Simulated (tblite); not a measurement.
C3H5N3SSi2.
SMILES with atom numbers: `[N:1]#[C:2][Si@@H:3]1[CH2:4][S:5][Si@@:6]1([NH2:7])[C:8]#[N:9]` (hydrogens: H10 on Si3; H11, H12 on C4; H13, H14 on N7)

Geometry (GFN2-xTB, Å), atoms numbered from 1 in this order:
```xyz
14
C3H5N3SSi2 angstrom
N      1.8350    2.3324    2.0969
C      1.4557    1.3118    1.7391
Si     0.7590   -0.3093    1.1228
C      1.7822   -0.8744   -0.4133
S      0.5848   -0.7699   -1.8189
Si    -0.9597   -0.0716   -0.4502
N     -1.7166    1.3306   -1.0757
C     -2.3725   -1.2771   -0.2257
N     -3.2091   -2.0333   -0.0288
H      0.8371   -1.2323    2.2573
H      2.6349   -0.2450   -0.6601
H      2.1351   -1.9018   -0.3585
H     -2.5897    1.6708   -0.7089
H     -1.1769    2.0687   -1.4980
```

Calculated harmonic vibrations of the isolated species, GFN2-xTB (tblite), most abundant isotopes, no scaling. This tight-binding method is rough: wavenumbers can miss measured ones by several per cent, in bad cases by 10 to 20. Modes of hydrogen on silicon can be 10 to 20 % off. One conformer, not necessarily the lowest.

Harmonic wavenumbers (cm⁻¹): 39.2, 47.2, 67.2, 89.8, 125.8, 140.2, 160.3, 226.5, 281.5, 288.9, 300.3, 316.4, 338.3, 386.2, 404.9, 454.5, 514.9, 591.9, 612.2, 630.6, 679.0, 708.0, 728.5, 785.7, 929.8, 1020.2, 1144.0, 1448.3, 1481.9, 2236.5, 2335.8, 2347.1, 2989.8, 3003.0, 3468.4, 3511.6.

A = 1358, B = 709.3, C = 626.7 MHz; mass 170.974 u (most abundant isotopes); point group C1, symmetry number 1.

Question: What is the zero-point energy?

Answer: Half the sum of the wavenumbers: 17417 cm⁻¹ = 208.36 kJ/mol.

Question: Give the ideal-gas entropy at 298.15 K and 1 bar in the rigid-rotor, harmonic-oscillator model (classical rotation).

Answer: Translation 172.98, rotation 128.26, vibration 173.34: S = 474.6 J/(mol K).

Question: And Cp and H(298.15 K) − H(0)?

Answer: Cp = 186.65 J/(mol K), of which vibrations give 153.39 (their classical limit is 36 R = 299.3); H(298.15 K) − H(0) = 35.94 kJ/mol without the zero-point energy, 26.02 from vibrations.

Question: How do the functions run with temperature in this model?

Answer: 
| T (K) | S (J/(mol K)) | Cp (J/(mol K)) | H − H(0) (kJ/mol) | G − H(0) (kJ/mol) | ln q(vib) |
| --- | --- | --- | --- | --- | --- |
| 50 | 264.8 | 67.4 | 2.40 | -10.84 | 0.98 |
| 100 | 321.5 | 99.1 | 6.58 | -25.57 | 2.89 |
| 373.15 | 518.6 | 205.8 | 50.69 | -142.84 | 12.91 |
| 500 | 582.3 | 228.8 | 78.35 | -212.79 | 16.89 |
| 750 | 681.0 | 257.6 | 139.44 | -371.29 | 23.62 |
| 1000 | 757.9 | 276.7 | 206.37 | -551.49 | 29.26 |

q(vib) and H(0) count from the zero-point level.

Question: Blend soft modes into free rotors: weight 1/[1 + (100 cm⁻¹/ν̃)⁴] for the oscillator and the rest for a rotor with moment μB/(μ + B), μ = h/(8π²ν), B = 10⁻⁴⁴ kg m². What vibrational entropy results?

Answer: 156.00 J/(mol K) in place of 173.34, which changes −T·S at 298.15 K by +5.17 kJ/mol.

Question: What must be added to the electronic energy to get the Gibbs energy at 298.15 K and 1 bar?

Answer: ZPE + [H(298.15 K) − H(0)] − T·S = 208.36 + 35.94 − 141.50 = 102.80 kJ/mol.

Hindered rotation and anharmonicity are outside this model. Other conformers, if any are populated, would add a mixing term that is left out. The structure is chiral; the term R ln 2 for an equal mix with its mirror image is left out.

Time: 0.59 s of wall time. Hardware: Arm Neoverse V2, one thread, no GPU (shared host). The figure is for the frequency step alone.
